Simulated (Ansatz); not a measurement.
The same path of C$_{2}$H$_{6}$BrGa (10 atoms, charge 0, multiplicity 1) was run twice with different band settings. The coordinate that changes most is the dihedral C1–C2–Ga3–Br4.

Computed with RKS BHLYP-D4/def2-SVP (Ansatz).

Relaxed end points:

```xyz
10
Properties=species:S:1:pos:R:3
C -1.136 0.586 0.281
C 0.166 -0.069 0.724
Ga 1.347 -0.700 -0.713
Br 0.583 -0.394 -2.875
H -1.748 -0.096 -0.314
H -1.735 0.905 1.140
H -0.953 1.467 -0.340
H 0.762 0.616 1.340
H -0.029 -0.935 1.369
H 2.743 -1.382 -0.612
```

```xyz
10
Properties=species:S:1:pos:R:3
C -1.211 0.700 0.183
C 0.044 -0.052 0.609
Ga 1.204 -0.662 -0.855
Br 3.082 -1.853 -0.222
H -1.860 0.084 -0.448
H -1.805 1.014 1.047
H -0.972 1.601 -0.389
H 0.670 0.564 1.266
H -0.207 -0.939 1.202
H 1.056 -0.457 -2.392
```

Common settings: movable images 5; climbing image yes; spring 5.0 eV/Å²; start path IDPP; force threshold 0.05 eV/Å; end points relaxed.

| run | optimiser | iteration limit | largest step |
| --- | --- | --- | --- |
| 1 | quadratic models (default) | 60 | default |
| 2 | lbfgs | 59 | 0.5 Å |

(1) What does each run give, and how far can it be trusted?

Results:

(1) Run 1: converged after 4 iterations, highest image 0.048 eV above the first end. A vibrational analysis at the climbing image gives no mode beyond 40i cm⁻¹: the surface is too flat there to confirm a saddle point.
Run 2: converged after 17 iterations, highest image 0.047 eV above the first end. Another band between the same ends (5 images) ends at a top of the same energy, where a vibrational analysis finds no clearly imaginary modes.
